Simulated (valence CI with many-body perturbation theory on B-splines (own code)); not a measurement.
**E1 line list for Lu22+**

Calculated by configuration interaction combined with many-body perturbation theory (CI+MBPT): three valence electrons over a frozen Dirac-Fock core [Kr] 4d10, a basis of 7 s, 7 p, 7 d, 7 f, 4 g, 2 h functions for each j, with the one-electron correlation potential Σ1 (screened to all orders), the two-electron term Σ2, the three-electron term Σ3, Breit, model QED; selected single and double excitations, second order for the rest, scaled by the run's own slope (own B-spline code, finite nucleus).

No measured levels were compared; by estimate terms of the open shell hold to a few per cent of their energy, and close levels can change places. Excitations out of the core, of the other parity, are not computed and may begin above about 148 eV (a cautious bound); beyond it only levels of the ground parity were kept, without lifetimes.

Lines 101 to 150 of 546 in falling wavelength, among levels below 1191200 cm⁻¹, chosen from the strongest by gf and those to the six lowest levels. Wavelengths and rates use the calculated energies, so an error of 2000 cm⁻¹ moves a line at 319.8 Å by 0.64 % and its rate by three times that or more. Electric multipoles are in the length gauge, E1 and E2 with the static RPA response of the core. Weak lines are less certain than strong ones. Lines between different terms over intervals too small for the method are left out, as are lines whose strength nearly cancels.

Levels are named by their leading jj configuration (3d3/2^4 stands for four electrons in 3d with j = 3/2), which in mixed levels can hold well under half, so a name can repeat and another be missing. Letters in brackets count levels of one name in rising energy.

```
λ vac (Å)                           Upper                        Lower   A (s⁻¹)  S (a.u.) with core polarisation  S without
    319.8       (4f5/2 4f7/2 5p1/2) J=1/2   (4f5/2 4f7/2 5s) J=3/2 [a]  1.74e+08                         5.63e-03   7.27e-03
    319.7           (4f5/2^2 5p1/2) J=7/2           (4f5/2^2 5s) J=7/2  4.06e+09                         5.24e-01   6.80e-01
    318.9   (4f5/2 4f7/2 5p1/2) J=7/2 [b]   (4f5/2 4f7/2 5s) J=7/2 [a]  4.68e+08                         6.00e-02   7.78e-02
    316.6   (4f5/2 4f7/2 5p1/2) J=7/2 [a]           (4f5/2^2 5s) J=5/2  7.09e+08                         8.88e-02   1.15e-01
    315.8   (4f5/2 4f7/2 5p1/2) J=3/2 [b]           (4f5/2^2 5s) J=1/2  7.70e+08                         4.79e-02   6.21e-02
    314.0   (4f5/2 4f7/2 5p1/2) J=5/2 [a]           (4f5/2^2 5s) J=5/2  2.05e+08                         1.88e-02   2.44e-02
    313.8   (4f5/2 4f7/2 5p1/2) J=3/2 [b]   (4f5/2 4f7/2 5s) J=3/2 [a]  2.27e+08                         1.39e-02   1.81e-02
    313.5   (4f5/2 4f7/2 5p1/2) J=7/2 [b]   (4f5/2 4f7/2 5s) J=9/2 [a]  6.42e+08                         7.81e-02   1.01e-01
    313.0          (4f7/2^2 5p1/2) J=11/2   (4f5/2 4f7/2 5s) J=9/2 [a]  8.26e+07                         1.50e-02   1.95e-02
    312.9   (4f5/2 4f7/2 5p1/2) J=9/2 [b]  (4f5/2 4f7/2 5s) J=11/2 [a]  7.66e+08                         1.16e-01   1.50e-01
    312.6           (4f7/2^2 5p1/2) J=9/2          (4f7/2^2 5s) J=11/2  4.39e+07                         6.62e-03   8.64e-03
    312.2   (4f5/2 4f7/2 5p1/2) J=3/2 [b]   (4f5/2 4f7/2 5s) J=5/2 [b]  6.32e+08                         3.80e-02   4.93e-02
    310.9           (4f7/2^2 5p1/2) J=5/2   (4f5/2 4f7/2 5s) J=3/2 [b]  5.61e+08                         4.99e-02   6.48e-02
    310.6  (4f5/2 4f7/2 5p1/2) J=11/2 [a]           (4f5/2^2 5s) J=9/2  9.31e+08                         1.65e-01   2.14e-01
    310.3           (4f5/2^2 5p1/2) J=5/2           (4f5/2^2 5s) J=7/2  9.86e+07                         8.72e-03   1.14e-02
    310.2   (4f5/2 4f7/2 5p1/2) J=5/2 [a]           (4f5/2^2 5s) J=3/2  2.81e+07                         2.48e-03   3.21e-03
    309.8   (4f5/2 4f7/2 5p1/2) J=9/2 [a]           (4f5/2^2 5s) J=9/2  4.74e+08                         6.96e-02   9.05e-02
    309.2           (4f7/2^2 5p1/2) J=7/2   (4f5/2 4f7/2 5s) J=7/2 [b]  2.41e+08                         2.81e-02   3.65e-02
    309.1   (4f5/2 4f7/2 5p1/2) J=7/2 [b]           (4f5/2^2 5s) J=5/2  6.39e+08                         7.46e-02   9.67e-02
    308.8          (4f7/2^2 5p1/2) J=11/2  (4f5/2 4f7/2 5s) J=11/2 [a]  1.65e+08                         2.88e-02   3.75e-02
    307.1          (4f7/2^2 5p1/2) J=13/2  (4f5/2 4f7/2 5s) J=11/2 [a]  5.57e+08                         1.12e-01   1.45e-01
    305.8           (4f7/2^2 5p1/2) J=9/2   (4f5/2 4f7/2 5s) J=7/2 [b]  5.26e+08                         7.43e-02   9.63e-02
    305.6           (4f5/2^2 5p3/2) J=1/2           (4f7/2^2 5s) J=1/2  1.92e+08                         5.42e-03   7.02e-03
    305.1  (4f5/2 4f7/2 5p1/2) J=11/2 [b]           (4f7/2^2 5s) J=9/2  3.53e+07                         5.94e-03   7.75e-03
    304.6           (4f7/2^2 5p1/2) J=7/2   (4f5/2 4f7/2 5s) J=9/2 [b]  1.91e+08                         2.13e-02   2.77e-02
    302.9   (4f5/2 4f7/2 5p1/2) J=5/2 [b]   (4f5/2 4f7/2 5s) J=7/2 [b]  3.53e+07                         2.90e-03   3.82e-03
    302.8   (4f5/2 4f7/2 5p1/2) J=5/2 [b]   (4f5/2 4f7/2 5s) J=5/2 [a]  3.44e+07                         2.82e-03   3.70e-03
    302.6           (4f7/2^2 5p1/2) J=3/2   (4f5/2 4f7/2 5s) J=3/2 [a]  6.00e+07                         3.28e-03   4.26e-03
    302.4           (4f7/2^2 5p1/2) J=7/2   (4f5/2 4f7/2 5s) J=7/2 [a]  2.22e+07                         2.42e-03   3.13e-03
    302.4   (4f5/2 4f7/2 5p1/2) J=7/2 [a]           (4f5/2^2 5s) J=9/2  6.58e+07                         7.18e-03   9.35e-03
    301.7           (4f7/2^2 5p1/2) J=5/2   (4f5/2 4f7/2 5s) J=3/2 [a]  1.29e+08                         1.05e-02   1.36e-02
    301.2           (4f7/2^2 5p1/2) J=9/2   (4f5/2 4f7/2 5s) J=9/2 [b]  8.04e+07                         1.09e-02   1.41e-02
    301.2           (4f7/2^2 5p1/2) J=3/2   (4f5/2 4f7/2 5s) J=5/2 [b]  7.00e+07                         3.78e-03   4.91e-03
    300.3           (4f7/2^2 5p1/2) J=5/2   (4f5/2 4f7/2 5s) J=5/2 [b]  4.16e+07                         3.34e-03   4.34e-03
    299.1           (4f7/2^2 5p1/2) J=9/2   (4f5/2 4f7/2 5s) J=7/2 [a]  7.68e+07                         1.01e-02   1.32e-02
    298.8   (4f5/2 4f7/2 5p1/2) J=9/2 [b]           (4f5/2^2 5s) J=9/2  4.53e+07                         5.96e-03   7.74e-03
    298.6           (4f7/2^2 5p1/2) J=5/2           (4f7/2^2 5s) J=7/2  3.85e+08                         3.04e-02   3.96e-02
    296.9  (4f5/2 4f7/2 5p1/2) J=11/2 [b]          (4f7/2^2 5s) J=11/2  5.10e+07                         7.90e-03   1.03e-02
    296.4   (4f5/2 4f7/2 5p1/2) J=5/2 [b]   (4f5/2 4f7/2 5s) J=7/2 [a]  5.29e+08                         4.08e-02   5.31e-02
    295.1          (4f7/2^2 5p1/2) J=11/2           (4f5/2^2 5s) J=9/2  1.18e+07                         1.79e-03   2.32e-03
    294.5   (4f5/2 4f7/2 5p1/2) J=9/2 [b]           (4f5/2^2 5s) J=7/2  8.09e+07                         1.02e-02   1.32e-02
    290.6   (4f5/2 4f7/2 5p1/2) J=3/2 [b]   (4f5/2 4f7/2 5s) J=5/2 [a]  3.16e+08                         1.53e-02   1.99e-02
    289.3   (4f5/2 4f7/2 5p1/2) J=3/2 [a]           (4f5/2^2 5s) J=5/2  9.25e+07                         4.42e-03   5.76e-03
    287.7      (4f5/2 4f7/2 5p1/2) J=13/2          (4f7/2^2 5s) J=13/2  7.13e+07                         1.17e-02   1.52e-02
    286.6  (4f5/2 4f7/2 5p1/2) J=11/2 [b]   (4f5/2 4f7/2 5s) J=9/2 [b]  1.45e+07                         2.02e-03   2.62e-03
    284.7   (4f5/2 4f7/2 5p1/2) J=5/2 [b]           (4f5/2^2 5s) J=3/2  7.89e+07                         5.39e-03   6.97e-03
    282.6           (4f5/2^2 5p1/2) J=1/2           (4f5/2^2 5s) J=3/2  3.89e+08                         8.67e-03   1.13e-02
    281.0           (4f7/2^2 5p1/2) J=3/2   (4f5/2 4f7/2 5s) J=5/2 [a]  3.69e+07                         1.62e-03   2.11e-03
    280.3  (4f5/2 4f7/2 5p1/2) J=11/2 [b]   (4f5/2 4f7/2 5s) J=9/2 [a]  1.50e+07                         1.96e-03   2.54e-03
    278.4       (4f5/2 4f7/2 5p1/2) J=1/2           (4f5/2^2 5s) J=3/2  1.55e+08                         3.29e-03   4.30e-03
```
